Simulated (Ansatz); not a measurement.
`[F][Ge]([F])([Cl])[I]` + H–F → `[F][Ge]([F])([F])[Cl]` + HI at 600 K and 1 bar (ligand exchange at a Ge–I bond).

Isolated molecules relaxed with PBE0-D4/def2-TZVP in Ansatz; ΔE leaves out vibrations. CBS: MP2 limit from def2 TZ/QZ plus the TZ coupled-cluster correction, frozen cores. This one scheme is used for every species. Elements past krypton have def2 core potentials. For Ge, I outer-core shells are correlated without core-valence functions, which leaves a few kJ/mol of doubt a bond. Scalar relativity is left out up to krypton.

```
                species  CCSD(T)/CBS energy (Eh)  H − E (kJ/mol)  S (J/(mol·K))
`[F][Ge]([F])([Cl])[I]`              -3033.07079            68.4          436.0
                    H–F               -100.39570            42.3          194.0
`[F][Ge]([F])([F])[Cl]`              -2835.42086            70.0          391.7
                     HI               -298.03592            31.6          227.0
```

H − E and S are ideal-gas, rigid-rotor, harmonic terms from PBE0-D4/def2-TZVP. 1 Eh = 2625.50 kJ/mol, R = 8.31446 J/(mol·K).

Task: By hand: ΔE, ΔH, ΔS and ΔG.

Result: ΔE = (-2835.42086) + (-298.03592) − (-3033.07079) − (-100.39570) = 0.00971 Eh = 25.5 kJ/mol. Δ(H − E) = 70.0 + 31.6 − 68.4 − 42.3 = -9.1, so ΔH = 16.4 kJ/mol. ΔS = 391.7 + 227.0 − 436.0 − 194.0 = -11.3 J/(mol·K). ΔG = 16.4 − 600 × (-11.3)/1000 = 23.2 kJ/mol.

Task: By hand: the equilibrium constant, and the temperature at which ΔG would vanish if ΔH and ΔS stayed fixed.

Result: log₁₀ K = −ΔG/(RT ln 10) = -2.0. ΔH and −TΔS have one sign here, so there is no such temperature.

TΔS isn't small against ΔH here. A doubt of 5 kJ/mol in ΔE shifts log₁₀ K by 0.4 here. These are equilibria of isolated gas molecules and say nothing of rates. Largest T1 diagnostic: 0.012 (customary marks: 0.02 for closed shells, 0.045 for open ones).
